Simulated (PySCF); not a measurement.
Method used: PBE0/pcSseg-1 in PySCF (dipole) on a GFN2-xTB geometry, gas phase. Rigid rotors, one computed conformer each.

Species:
1. `[CH3:1][CH2:2][CH2:3][C@@H:4]1[CH2:5][Si@@H:6]([CH2:7][F:8])[NH:9]1` with C1–C2–C3–C4 -177°, C2–C3–C4–C5 -75°, C5–Si6–C7–F8 -110°, C3–C4–C5–Si6 -106°, C4–C5–Si6–C7 -117°, C5–Si6–N9–C4 11°, C3–C4–N9–Si6 106°
2. `[O:1]=[S:2]1(=[O:3])[CH2:4][CH2:5][CH2:6][C:7]([F:8])([F:9])[CH2:10]1` with O1–S2–C4–C5 -169°, S2–C4–C5–C6 67°, C4–C5–C6–C7 -67°, C5–C6–C7–F8 -178°
3. `[F:1][CH2:2][CH2:3][CH2:4][C@@H:5]1[CH2:6][CH2:7][NH:8][SiH2:9]1` with F1–C2–C3–C4 -179°, C2–C3–C4–C5 -176°, C3–C4–C5–C6 -64°, C4–C5–C6–C7 -160°, C5–C6–C7–N8 42°, C6–C7–N8–Si9 -30°, C7–N8–Si9–C5 8°

Rotational constants (MHz) and dipole components (D):

```tsv
set	A	B	C	μa	μb	μc
P	4779	484.8	475.0	1.84	1.26	0.52
Q	1940	956.8	852.4	1.88	3.56	2.52
R	3539	521.6	470.5	2.12	0.17	0.09
```

Task: Which set belongs to which species?

Result: P = 1, Q = 2, R = 3.

- 1 (set P): mass 147.1 u, 9 heavy atoms, longest extent 9.2 Å, C1, near-prolate asymmetric top, Ia, Ib, Ic = 105.8, 1042.4, 1064.0 u·Å².
- 2 (set Q): mass 170.0 u, 10 heavy atoms, longest extent 5.4 Å, C1, asymmetric top, Ia, Ib, Ic = 260.5, 528.2, 592.9 u·Å².
- 3 (set R): mass 147.1 u, 9 heavy atoms, longest extent 8.4 Å, C1, near-prolate asymmetric top, Ia, Ib, Ic = 142.8, 968.9, 1074.2 u·Å².

Point groups hold within 0.08 Å; constants that symmetry makes equal can differ a little in the computed geometry, and forbidden dipole components can keep a residue. No structure here is proved a minimum.
